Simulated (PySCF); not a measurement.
Ligands exchanged one at a time, Ge OH-OCH3. All species are isolated molecules in the gas phase. One relaxed conformer stands for each flexible species; it need not be the lowest. Strings in code marks are SMILES.

The S1 excitation (TDA) from two functionals at the same geometries (PBE0-D3(BJ)/def2-SVP), both in PySCF: PBE-D3(BJ)/def2-TZVP and PBE0-D3(BJ)/def2-TZVP. Excitations are Tamm–Dancoff values on a coarser integration grid. The basis has no diffuse functions, so Rydberg states are missing or too high.

```json
[
 {"species": "1 of 4 OH replaced by OCH3 (`C[O][Ge]([OH])([OH])[OH]`)", "PBE-D3(BJ)/def2-TZVP (eV)": "5.55", "PBE0-D3(BJ)/def2-TZVP (eV)": "6.75"},
 {"species": "2 of 4 OH replaced by OCH3 (`C[O][Ge]([OH])([OH])[O]C`)", "PBE-D3(BJ)/def2-TZVP (eV)": "5.53", "PBE0-D3(BJ)/def2-TZVP (eV)": "6.73"},
 {"species": "3 of 4 OH replaced by OCH3", "PBE-D3(BJ)/def2-TZVP (eV)": "5.62", "PBE0-D3(BJ)/def2-TZVP (eV)": "6.79"},
 {"species": "4 of 4 OH replaced by OCH3 (`C[O][Ge]([O]C)([O]C)[O]C`)", "PBE-D3(BJ)/def2-TZVP (eV)": "5.77", "PBE0-D3(BJ)/def2-TZVP (eV)": "6.89"}
]
```

Over these rows, drawn at random from the members with no instability flagged (it was tested for open shells, ions and some series alone), PBE minus PBE0-D3(BJ): mean -1.17 eV, from -1.20 eV to -1.12 eV.
